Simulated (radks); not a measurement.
All-electron atom: Ba8+ in [Kr] 4d10 5s2.

Calculated with a radial shooting solver on a logarithmic mesh with Libxc functionals: Dirac Kohn-Sham, PBEsol, spin-unpolarised, spherical densities, finite nucleus; Fermi nuclear charge, rms radius 4.8378 fm.

Energy parts (eV):
total: -220968.31
kinetic: 235874.44
electron-nucleus: -532388.85
Hartree: 80761.04
exchange-correlation: -5214.95

Orbitals (lengths in bohr, moments of r in powers of bohr; r(90%) holds 90 % of the orbital's charge):
orbital  occ.  eigenvalue (eV)  r(90%)
1s1/2       2        -37317.28  0.0461
2s1/2       2        -5986.433   0.170
2p1/2       2        -5646.490   0.151
2p3/2       4        -5264.944   0.159
3s1/2       2        -1346.802   0.429
3p1/2       2        -1203.980   0.423
3p3/2       4        -1130.191   0.440
3d3/2       4        -879.2747   0.414
3d5/2       6        -863.5320   0.419
4s1/2       2        -346.9333   0.965
4p1/2       2        -294.8268    1.01
4p3/2       4        -279.2293    1.05
4d3/2       4        -193.7063    1.17
4d5/2       6        -191.0025    1.18
5s1/2       2        -124.5528    2.06

The highest occupied level is 5s1/2 at -124.55 eV. The electron density at the nucleus is 3.224e+05 e/bohr^3.
